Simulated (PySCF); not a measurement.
Species: CF3SO2Cl.
Numbering: `[O:1]=[S:2](=[O:3])([Cl:4])[C:5]([F:6])([F:7])[F:8]`

The calculation used PBE0-D3(BJ)/def2-SVP geometry optimisation, gas phase (PySCF 2.14.0).

Task: List the bond lengths, angles and torsions at this level.

Result: 
```
               bond  length (Å)
       O1=S2, S2=O3       1.441
             S2–Cl4       2.068
              S2–C5       1.875
C5–F6, C5–F7, C5–F8       1.313
```

Bonds in one row agree within 0.01 Å and their mean is given. A selection of angles:
```
    angle  degrees
 O1–S2–O3    123.8
O1–S2–Cl4    108.5
 O1–S2–C5    107.6
O3–S2–Cl4    108.7
Cl4–S2–C5     98.2
 S2–C5–F6    106.7
 S2–C5–F7    109.5
 F6–C5–F7    110.3
```

Dihedral angles: O1–S2–C5–F6 -71° (synclinal). The mirror-image conformer, all signs reversed, is as good.

S2 (sulfonyl sulfur) is distorted tetrahedral (angles from 98.2° to 123.8°). All 3 C–F bonds measure 1.311 to 1.315 Å.

Point group: near Cs, missed by 0.09 Å at most; the miss may be what the optimiser left on a soft mode. Stationary, but not proved a minimum.

Time: 54 s wall; peak memory 0.52 GiB. Hardware: one thread of an Arm Neoverse V1, shared host with 32 logical CPUs at a one-minute load of 13. That covers the optimisation of the geometry.
